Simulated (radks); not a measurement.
Values are calculated unless marked as measured or tabulated.
Q: The mean radii <r> (bohr) of the occupied orbitals of an atom or ion are listed with their occupations. Code: a radial shooting solver on a logarithmic mesh with Libxc functionals. Model: Dirac Kohn-Sham, LDA (Slater exchange, Perdew-Wang correlation), spin-unpolarised, spherical densities, finite nucleus; Fermi nuclear charge, rms radius of each element as measured or else 0.836 A^(1/3) + 0.57 fm.

orbital  occ.      <r>
1s1/2       2  0.02668
2s1/2       2   0.1143
2p1/2       2  0.09624
2p3/2       4   0.1020
3s1/2       2   0.3066
3p1/2       2   0.2965
3p3/2       4   0.3082
3d3/2       4   0.2789
3d5/2       6   0.2826
4s1/2       2   0.7170
4p1/2       2   0.7460
4p3/2       4   0.7743
4d3/2       4   0.8715
4d5/2       6   0.8826
5s1/2       2    1.856
5p1/2       2    2.228
5p3/2       4    2.351

Name the element and its charge. Open shells, if any, fill j = l - 1/2 first.

A: Z = 54, xenon, charge 0: Xe in [Xe]. The 1s radius gives Z: for a bare nucleus <r> = (2 gamma + 1)/(2Z) with gamma = sqrt(1 - (Z/c)^2), 0.02628 bohr for Z = 54, and screening makes it slightly larger (0.02668 here). The occupations add up to 54, and the charge is Z minus that.
